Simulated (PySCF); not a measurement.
(2R)-1-silyloxypropan-2-ol (C3H10O2Si), SMILES C[C@@H](O)CO[SiH3]. Heavy atoms are numbered as in [CH3:1][C@@H:2]([OH:3])[CH2:4][O:5][SiH3:6]. Hydrogens are named by the atom that carries them.

Geometry: B3LYP-D3(BJ)/def2-SVP. Other conformers were not sampled.

Calculation: PySCF with ωB97X/def2-TZVP.

ESP charges are fitted to the potential on shells at 1.4 to 2.0 van der Waals radii. Atomic charges (e), one atom of each kind:

```json
[
 {"atom": "C1 (CH3)", "ESP fit": "-0.63", "Mulliken": "-0.37", "Löwdin": "-0.30"},
 {"atom": "C2 (CH)", "ESP fit": "0.46", "Mulliken": "0.13", "Löwdin": "?"},
 {"atom": "O3 (OH)", "ESP fit": "-0.62", "Mulliken": "-0.47", "Löwdin": "?"},
 {"atom": "C4 (CH2)", "ESP fit": "-0.49", "Mulliken": "-0.08", "Löwdin": "?"},
 {"atom": "O5", "ESP fit": "-0.19", "Mulliken": "-0.41", "Löwdin": "?"},
 {"atom": "Si6 (SiH3)", "ESP fit": "0.36", "Mulliken": "0.35", "Löwdin": "0.19"},
 {"atom": "H on C1", "ESP fit": "0.17", "Mulliken": "0.13", "Löwdin": "0.13"},
 {"atom": "H on C2", "ESP fit": "0.06", "Mulliken": "0.09", "Löwdin": "0.14"},
 {"atom": "H on O3", "ESP fit": "0.39", "Mulliken": "0.31", "Löwdin": "?"},
 {"atom": "H on C4", "ESP fit": "0.18", "Mulliken": "0.12", "Löwdin": "0.13"},
 {"atom": "H on Si6", "ESP fit": "-0.07", "Mulliken": "-0.05", "Löwdin": "-0.05"}
]
```

Fill in the missing entries. (The exact figures need the calculation; the answer reports its results.)


- C2 (CH), Löwdin: -0.39
- O3 (OH), Löwdin: -0.01
- C4 (CH2), Löwdin: -0.32
- O5, Löwdin: 0.04
- H on O3, Löwdin: 0.18

Computed Mayer and Wiberg (Löwdin basis) orders of the bonds:
```json
[
 {"bond": "C1–C2", "Mayer": "0.97", "Wiberg": "1.25"},
 {"bond": "C2–O3", "Mayer": "1.01", "Wiberg": "1.55"},
 {"bond": "C2–C4", "Mayer": "0.99", "Wiberg": "1.19"},
 {"bond": "C4–O5", "Mayer": "0.93", "Wiberg": "1.44"},
 {"bond": "O5–Si6", "Mayer": "1.10", "Wiberg": "1.54"}
]
```
